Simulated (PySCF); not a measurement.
Vertical excitations of a molecule C2H6N2OSi from TDA-PBE/def2-SVPD in PySCF, as energy in eV (oscillator strength): 5.34 (0.026), 5.79 (0.005), 5.86 (0.010), 6.37 (0.003), 6.42 (0.025), 6.64 (0.006), 6.76 (0.008), 6.79 (0.015), 6.89 (0.000), 6.94 (0.019). Lowest triplet (TDA): 5.07 eV. Coordinates come from a B3LYP-D3(BJ)/def2-SVP optimisation. Other conformers were not sampled.

Task: Identify the compound among the candidates.
A) N[Si]1(N)C=CO1
B) CN[SiH2]N=C=O
C) CC1=N[Si@@H](N)O1
D) N[SiH2][C@H]1N=CO1

Result: B, CN[SiH2]N=C=O
